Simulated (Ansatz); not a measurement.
IK, triplet, at the geometry of the source list (a higher spin typed on purpose: for a closed-shell molecule this is an excited state) (core potentials on I); REVPBE/def2-SVPD run with Ansatz (an electronic-structure program).

Here is a job for Ansatz.
Ansatz 0.2 input:
```yaml
crystal:
  periodic: [false, false, false]
  atoms:
    - {symbol: K, position_ang: [-1.05890000, -0.75220000, -0.90220000]}
    - {symbol: I, position_ang: [1.05890000, 0.75220000, 0.90220000]}
basis:
  gaussian:
    orbitals: def2-SVPD
hamiltonian:
  xc: revpbe
magnetization: {spin_polarized: true, initial_magnetization: 2}
accuracy: high
```

What the program printed (banner, timings and long lists left out):

```
Functional definition: revPBE
1232 factors; integrals over basis functions are off by at most 4.2e-9 eV
mean field evaluation 1: about -24420.3336 eV, gradient 3.2e0 eV
mean field evaluation 2: about -24420.2755 eV, gradient 4.2e0 eV
mean field evaluation 4: about -24420.4144 eV, gradient 1.0e0 eV
mean field evaluation 8: about -24420.4214 eV, gradient 2.7e-2 eV
mean field evaluation 16: about -24420.4214 eV, gradient 3.7e-6 eV
mean field evaluation 32: about -24418.9079 eV, gradient 4.3e0 eV
mean field evaluation 64: about -24420.4214 eV, gradient 1.1e-2 eV
mean field evaluation 96: about -24418.9079 eV, gradient 4.3e0 eV
mean field evaluation 128: about -24420.4214 eV, gradient 1.2e-8 eV
mean field -24420.42143039 eV, -897.4339348107 hartree, gradient 1.2e-8 eV, S^2 2.001377; 10 other end points of the search recorded, 0 dependent functions left out
reference -24420.42143551 eV, -897.4339349989 hartree; 23, 21 occupied and 39, 41 virtual orbitals, 1232 factors
Total energy: -24420.42143551 eV, -897.4339349989 hartree
```
